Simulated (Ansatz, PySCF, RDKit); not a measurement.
Torsion F1–Te2–S3–H4 in FHSTe (SMILES F[Te]S); at each angle all else is relaxed with GFN2-xTB, and the levels are single points there.
Geometry at 270° (charge 0, multiplicity 1):
| atom | x (Å) | y (Å) | z (Å) |
|---|---|---|---|
| F | 1.7731 | -0.7521 | 0.1212 |
| Te | 0.9240 | 1.0217 | -0.3178 |
| S | -1.2327 | 0.4491 | 0.4020 |
| H | -1.7148 | -0.0411 | -0.7403 |

On the grid 0° to 330°, 0° is the highest and 270° the lowest point at MP2/CBS(def2-TZVPP, def2-QZVPP) + ΔCCSD(T)/def2-TZVPP.

Rows in 3-21G carry no dispersion term and start afresh at each structure; the Pople sets are all-electron and without relativity.

The values were computed with Ansatz (a first-principles code); PySCF for 3-21G rows, the dispersion terms; RDKit for the force fields.  In def2 rows elements past Kr take small-core potentials, without spin–orbit coupling.

### Question
One of these levels gives 50.0 kJ/mol for the energy at 0° less that at 270°. Which one is it?
A. UFF
B. HF/3-21G
C. r2SCAN/def2-TZVPP
D. B3LYP-D3(BJ)/def2-TZVPP

### Answer
C, r2SCAN/def2-TZVPP. The others give 18.8 (UFF), 15.3 (HF/3-21G), 45.4 (B3LYP-D3(BJ)/def2-TZVPP)
